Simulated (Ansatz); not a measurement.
Geometry optimisation, Ansatz 0.2.0, RKS revPBE/def2-SVP.

Input file:

```yaml
crystal:
  periodic: [false, false, false]
  atoms:
    - { symbol: C, position_ang: [0.9191, 1.6235, -0.0323] }
    - { symbol: Se, position_ang: [0.5398, 0.6916, 1.6087] }
    - { symbol: Si, position_ang: [-0.8235, -0.8273, 0.5372] }
    - { symbol: Te, position_ang: [0.6589, -2.2338, -0.9648] }
    - { symbol: H, position_ang: [1.382, 1.0031, -0.7955] }
    - { symbol: H, position_ang: [-0.0896, 2.045, -0.4692] }
    - { symbol: H, position_ang: [1.5482, 2.5428, 0.1751] }
    - { symbol: H, position_ang: [-1.403, -1.668, 1.5471] }
    - { symbol: H, position_ang: [-1.8151, -0.1093, -0.1886] }
    - { symbol: H, position_ang: [-0.8337, -3.1188, -1.4147] }
basis:
  gaussian: { orbitals: def2-SVP }
hamiltonian:
  xc: revpbe
relax:
  f_tol: 0.02
  max_steps: 50
```

Run as:

```bash
$ ansatz run input.yaml --threads 2 --pin off --max-ram 3072MiB --backend cpu --events-out ev --progress --plain --runs-dir out
```

Problem. Where does it end, and by what steps?

Solution. The forces met the threshold. The force dipped under the threshold on the way, but the program's further checks kept it going. After 22 steps the energy has fallen by 0.416 eV; H10 moved furthest, 1.00 Å.

| step | energy less start (eV) | largest force component (eV/Å) | accepted |
| --- | --- | --- | --- |
| 0 | 0.0000 | 2.522 | yes |
| 1 | -0.2303 | 1.782 | yes |
| 2 | -0.3655 | 0.341 | yes |
| 3 | -0.3883 | 0.072 | yes |
| 4 | -0.3857 | 0.237 | no |
| 5 | -0.3932 | 0.047 | yes |
| 6 | -0.3977 | 0.037 | yes |
| 7 | -0.4031 | 0.037 | yes |
| 8 | -0.4041 | 0.261 | yes |
| 9 | -0.4077 | 0.124 | yes |
| 10 | -0.4065 | 0.205 | no |
| 11 | -0.4095 | 0.023 | yes |
| 12 | -0.4119 | 0.023 | yes |
| 13 | -0.4133 | 0.098 | yes |
| 14 | -0.4139 | 0.037 | yes |
| 15 | -0.4146 | 0.022 | yes |
| 16 | -0.4150 | 0.031 | yes |
| 17 | -0.4149 | 0.065 | no |
| 18 | -0.4153 | 0.013 | yes |
| 19 | -0.4154 | 0.028 | yes |
| 20 | -0.4155 | 0.020 | yes |
| 21 | -0.4156 | 0.008 | yes |
| 22 | -0.4157 | 0.012 | yes |

```xyz
10
Properties=species:S:1:pos:R:3
C 0.911 1.654 -0.151
Se 0.350 0.836 1.569
Si -0.853 -0.943 0.746
Te 0.517 -2.538 -0.705
H 1.417 0.898 -0.782
H 0.040 2.085 -0.680
H 1.624 2.458 0.112
H -1.342 -1.638 1.986
H -2.024 -0.523 -0.106
H -0.557 -2.340 -1.986
```

Whether the end is a true minimum wasn't checked by a vibrational analysis.

The run took 65 s on 2 threads of Arm Neoverse V1 (shared host), peak memory 0.17 GiB.
